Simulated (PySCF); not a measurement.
An unknown shows these calculated signals:

1H NMR (300 MHz, computed): δ 4.86 (br, 1H), 1.99 (s, 3H), 0.99 (s, 9H).

13C{1H} NMR (computed): δ 118.9 (C), 95.6 (C), 28.3 (CH3), 18.4 (C), 6.1 (CH3).

How the numbers were obtained: coordinates at the PBE0-D3(BJ)/def2-SVP level, σ from GIAO-PBE0/pcSseg-1, in PySCF (relativity neglected, equivalent nuclei averaged, a single conformation, in vacuum).

Chemical shifts δ = σref − σ; 1H (σ = 31.27 ppm), 13C (σ = 184.41 ppm) vs TMS, all at this level.

Question: Which of these does the molecule contain: an N-methyl group, a tert-butyl group, a carboxylic acid, an S-methyl group, a C≡C triple bond?

Answer: 
- An N-methyl group: no.
- A tert-butyl group: yes (δC 28.3, 18.4; δH 0.99 (s)).
- A carboxylic acid: no.
- An S-methyl group: no.
- A C≡C triple bond: yes (δC 118.9, 95.6).

The data belong to `InChI=1S/C4H9.C3H3.Al.H/c1-4(2)3;1-3-2;;/h1-3H3;1H3;;`; they needn't prove each group on their own.

Carbon signals by region: 1 in the sp2 and nitrile region (100–160 ppm), 1 at 50–100 ppm, 3 below 50 ppm.

Hydrides on Al or Ga are broadened by the quadrupolar metal nucleus. Shifts are as computed. Against solution values, carbons near 30 ppm lie about +2 ppm off and those near 130 ppm about +5 ppm. Of 1211 compounds with measured shifts, 218 miss one by over three times the rms of a fit or turn the order of signals round; such compounds aren't used in these exercises. No couplings were computed; multiplicities are counted from neighbouring protons, with m where these are inequivalent, close in shift, in a saturated or five-membered ring or joined by F or P, and br s for small geminal =CH2 splittings.
